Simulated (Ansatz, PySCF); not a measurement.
Gas-phase reaction in SMILES: CC(C)[Si](O)(O)O [trihydroxy(propan-2-yl)silane] → C[CH]C + O[Si](O)O (the C-Si bond at the site shown breaks; other sites are not compared here)
Structures are relaxed separately at B3LYP-D3(BJ)/def2-TZVP in Ansatz (a first-principles code), one conformer each, not searched for the lowest. Frequencies are from Ansatz or PySCF.
Geometry of the first species:
```xyz
17

C     -1.1894     1.7328    -0.8032
C     -1.1859     0.3339    -0.1699
C     -1.8312    -0.6961    -1.1083
Si     0.5281    -0.1845     0.3602
O      1.4106    -0.2422    -1.0338
O      1.1964     0.8307     1.4665
O      0.5495    -1.6194     1.1613
H     -0.5813     1.7544    -1.7100
H     -0.8002     2.4909    -0.1194
H     -2.2043     2.0336    -1.0770
H     -1.7777     0.3747     0.7522
H     -2.8450    -0.3917    -1.3821
H     -1.2560    -0.8010    -2.0305
H     -1.9040    -1.6824    -0.6437
H      2.3324    -0.5053    -0.9665
H      1.3801     1.7294     1.1855
H      0.2494    -2.3958     0.6841
```
Charge 0, spin multiplicity 1.

Property: bond dissociation energy (0 K, with B3LYP-D3(BJ) harmonic zero-point energies), in kJ/mol. Cores are frozen in the correlated levels unless marked. Open shells are spin-unrestricted. Spin-orbit coupling is left out. No relativistic terms. CBS marks a two-point X^-3 extrapolation of the correlation energy; Hartree-Fock from the larger set. [CCSD(T)-MP2]/basis is that difference in the basis named.

| level | program | bond dissociation energy (kJ/mol) | minus last row |
|---|---|---|---|
| HF/6-31G* | Ansatz | 271.3 | -102.3 |
| PBE-D3(BJ)/def2-TZVPD | Ansatz + dftd3 | 331.3 | -42.3 |
| revPBE-D3(BJ)/def2-TZVPD | Ansatz + dftd3 | 322.9 | -50.7 |
| PBE0/STO-3G | Ansatz | 399.0 | 25.4 |
| r2SCAN0/def2-TZVPD | Ansatz | 324.8 | -48.8 |
| MP2/aug-cc-pV(D+d)Z | Ansatz | 378.3 | 4.7 |
| RI-MP2/aug-cc-pV(T+d)Z | Ansatz | 381.1 | 7.5 |
| CCSD(T)/STO-3G | Ansatz | 393.2 | 19.6 |
| CCSD(T)/cc-pV(D+d)Z | Ansatz | 364.4 | -9.2 |
| RI-MP2/CBS(cc-pV(T+d)Z,cc-pV(Q+d)Z)+[CCSD(T)-MP2]/cc-pV(T+d)Z | Ansatz | 373.6 | 0.0 |
